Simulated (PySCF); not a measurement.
```xyz
4
charge -1 multiplicity 1, angstrom
Pd   -0.1816    0.0000    0.0000
F     1.7480   -0.0001    0.0003
F    -0.3719    1.9350   -0.0001
F    -0.3721   -1.9350   -0.0001
```

These are results of PySCF, PBE0, basis Pd def2-SVPD with ECP28, F def2-SVPD (scalar-relativistic core potentials, no spin–orbit coupling, density fitting), not measurements.

This geometry of PdF₃⁻ is a stationary point at this level.

Q: What is the point group?

A: C2v.

Q: Is it a minimum?

A: Yes: all harmonic wavenumbers are real.

Q: List the harmonic modes with their infrared intensities.

A: 
```tsv
symmetry	ω (cm⁻¹)	IR (km/mol)	type
b2	165	0.7	bend
b1	193	21.9	bend
a1	203	15.7	bend
a1	487	63.6	stretch
a1	531	18.9	stretch
b2	542	243	stretch
```

Q: Give the atomic charges and bond orders.

A: 
```
atom  Mulliken  Löwdin  polar tensor  Mayer order to Pd1
 Pd1      1.17    0.81          1.23                   –
  F2     -0.68   -0.56         -0.68                0.53
F3,4     -0.75   -0.62         -0.77                0.36
```

In C2v the vibrations span 2b2 + b1 + 3a1. Here b1 is antisymmetric to the molecular plane and b2 lies in it.

Stability towards spin polarisation was not tested. Only a few start shapes were tried, so a lower isomer may exist. The lowest empty level of this anion is unbound, so it and the gap depend on the basis.
